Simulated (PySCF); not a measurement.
GeF3I, SMILES [F][Ge]([F])([F])[I]. Atoms are numbered in the order given.

```xyz
5

F      1.3765    -0.7947     1.6657
Ge     0.0000     0.0000     1.0117
F     -1.3765    -0.7947     1.6657
F      0.0000     1.5895     1.6657
I      0.0000     0.0000    -1.4594
```

Coordinates come from a B3LYP-D3(BJ)/def2-SVP optimisation. The def2 effective core potentials stand for the cores of I; spin–orbit coupling is left out.

Calculation: PBE/def2-TZVP (PySCF).

Symmetry labels are those of the subgroup Cs that the program uses (full group C3v).

Task: List the valence orbital energies around the gap with their symmetry. (An estimate is asked for; the answer gives what the named calculation found.)

Result: 
```json
[
 {"orbital": "HOMO−7", "symmetry": "A'", "energy (eV)": "-10.51"},
 {"orbital": "HOMO−6", "symmetry": "A\"", "energy (eV)": "-10.51"},
 {"orbital": "HOMO−5", "symmetry": "A\"", "energy (eV)": "-10.17"},
 {"orbital": "HOMO−4", "symmetry": "A'", "energy (eV)": "-10.17"},
 {"orbital": "HOMO−3", "symmetry": "A\"", "energy (eV)": "-9.93"},
 {"orbital": "HOMO−2", "symmetry": "A'", "energy (eV)": "-9.50"},
 {"orbital": "HOMO−1", "symmetry": "A'", "energy (eV)": "-7.71"},
 {"orbital": "HOMO", "symmetry": "A\"", "energy (eV)": "-7.71"},
 {"orbital": "LUMO", "symmetry": "A'", "energy (eV)": "-3.52"},
 {"orbital": "LUMO+1", "symmetry": "A\"", "energy (eV)": "-0.50"},
 {"orbital": "LUMO+2", "symmetry": "A'", "energy (eV)": "-0.50"},
 {"orbital": "LUMO+3", "symmetry": "A'", "energy (eV)": "0.38"}
]
```
